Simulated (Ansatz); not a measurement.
Relaxation of C2H7Cl2InSi (13 atoms, charge 0, multiplicity 1), to a largest force component of 0.015 eV/Å in at most 40 steps.

All numbers below come from RKS BHLYP-D4/def2-SVP in Ansatz 0.2.0.

```xyz
13
Properties=species:S:1:pos:R:3:forces:R:3
Cl -0.834 -3.024 -0.004 -0.39 -0.29 -0.03
C 0.531 -2.052 -0.558 1.89 -0.41 -0.15
Si 0.522 -0.380 0.273 1.39 -0.22 0.83
C -0.884 0.618 -0.191 -3.16 0.07 0.63
Cl -0.944 0.917 -1.954 0.06 0.06 0.22
In -0.288 2.822 1.334 87.58 19.34 55.88
H 0.515 -1.907 -1.652 -0.22 -0.22 0.41
H 1.498 -2.587 -0.302 -1.15 0.45 -0.34
H 0.577 -0.557 1.787 -0.14 0.08 -0.56
H 1.764 0.355 -0.095 0.08 -0.17 -0.03
H -1.884 0.042 0.104 2.03 1.69 -0.49
H 0.456 3.063 0.296 9.98 2.84 -10.98
H -1.009 2.655 0.977 -97.96 -23.22 -45.39
```

Question: Where does it end, and by what steps?

Answer: The forces met the threshold. After 38 steps the energy has fallen by 30.937 eV; In6 moved furthest, 2.46 Å. The start is strongly strained (largest force component 98 eV/Å), so its close contacts needn't be bonds. Parted: In6–H13. Joined: C4–H13.

```
step  energy less start (eV)  largest force component (eV/Å)  accepted
   0                  0.0000                          97.960       yes
   2                -24.4372                          10.092       yes
   4                -27.3031                           1.956       yes
   6                -28.5107                           2.455       yes
   8                -30.0180                           1.839       yes
  10                -30.4909                           1.585       yes
  12                -30.6395                           0.362       yes
  14                -30.7116                           0.213       yes
  16                -30.7567                           0.180       yes
  18                -30.7892                           0.155       yes
  20                -30.8168                           0.264       yes
  22                -30.8596                           0.092       yes
  24                -30.8832                           0.276       yes
  26                -30.9080                           0.123       yes
  28                -30.9131                           0.041       yes
  30                -30.9189                           0.049       yes
  32                -30.9248                           0.215       yes
  34                -30.9348                           0.044       yes
  36                -30.9362                           0.019       yes
  38                -30.9366                           0.014       yes
```

```xyz
13
Properties=species:S:1:pos:R:3
Cl -0.777 -2.930 -0.413
C 0.553 -1.773 -0.758
Si 0.510 -0.384 0.514
C -1.173 0.453 0.401
Cl -1.321 1.227 -1.225
In 1.016 3.368 -0.685
H 0.400 -1.386 -1.767
H 1.491 -2.329 -0.741
H 0.720 -0.926 1.873
H 1.574 0.593 0.175
H -1.988 -0.267 0.484
H 0.309 3.073 1.019
H -1.293 1.246 1.138
```

Whether the end is a true minimum wasn't checked by a vibrational analysis.

Time of the run: 4.7 min on 2 threads of Arm Neoverse V1, on a shared host, peak memory 0.48 GiB.
